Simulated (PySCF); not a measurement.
## Correlation energy of Xe (xenon, neutral)

[Xe], closed-shell 1S. Computed with PySCF 2.14 in aug-cc-pVQZ-DK3 (9s8p6d3f2g, 102 functions), with the spin-free X2C one-electron Hamiltonian (Gaussian nucleus). Frozen: [Kr] 4d10; 8 electrons correlated.

| level | correlation energy (mhartree) |
| --- | --- |
| CCSD | -183.65 |
| (T) | -6.68 |
| CCSD(T) | -190.33 |

Diagnostics: T1 = 0.0027, D1 = 0.0072, largest double amplitude 0.030.

Problem. Is a single reference adequate?

Solution. Yes, within this model without spin-orbit coupling: T1 lies below 0.03 and no double amplitude reaches 0.07.
